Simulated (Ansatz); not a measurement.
Relaxation of C2H8OS2Si (14 atoms, charge 0, multiplicity 1), to a largest force component of 0.015 eV/Å in at most 40 steps.

Theory: RKS PBE-D4/cc-pVDZ (Ansatz 0.2.0).

```xyz
14
Properties=species:S:1:pos:R:3
C 0.270 -2.524 0.159
Si 0.852 -0.806 -0.292
O -0.116 0.432 0.298
C 0.384 1.775 0.013
S -0.853 2.961 0.718
S -2.625 2.474 -0.178
H 0.889 -3.263 -0.262
H 0.223 -2.600 1.225
H -0.785 -2.618 -0.201
H 0.922 -0.649 -1.741
H 2.222 -0.624 0.248
H 1.314 1.981 0.469
H 0.311 1.963 -1.081
H -3.023 1.468 0.652
```

**Question.** Where does it end, and by what steps?

**Answer.** It converged. After 33 steps the energy has fallen by 0.484 eV; H14 moved furthest, 1.40 Å.

```csv
step,energy less start (eV),largest force component (eV/Å),accepted
0,0.0000,3.612,yes
2,-0.4014,0.635,yes
4,-0.4115,0.289,yes
6,-0.4298,0.085,yes
8,-0.4326,0.203,no
10,-0.4366,0.034,yes
12,-0.4391,0.199,no
14,-0.4440,0.077,yes
16,-0.4457,0.197,no
18,-0.4524,0.096,yes
20,-0.4564,0.157,yes
22,-0.4604,0.091,yes
24,-0.4681,0.243,yes
26,-0.4733,0.204,yes
28,-0.4805,0.117,yes
30,-0.4830,0.069,yes
32,-0.4837,0.018,yes
33,-0.4837,0.014,yes
```

```xyz
14
Properties=species:S:1:pos:R:3
C -0.182 -2.036 0.161
Si 1.040 -0.714 -0.391
O 0.962 0.666 0.633
C 0.542 1.931 0.216
S -1.153 2.420 0.796
S -2.392 1.228 -0.400
H 0.017 -2.980 -0.389
H -0.068 -2.239 1.245
H -1.226 -1.730 -0.039
H 0.794 -0.266 -1.815
H 2.446 -1.246 -0.251
H 1.178 2.713 0.688
H 0.562 2.056 -0.890
H -2.533 0.168 0.463
```

Whether the end is a true minimum wasn't checked by a vibrational analysis.

Time of the run: 87 s on 2 threads of Intel(R) Xeon(R) 6975P-C (Granite Rapids) (shared host), peak memory 0.27 GiB.
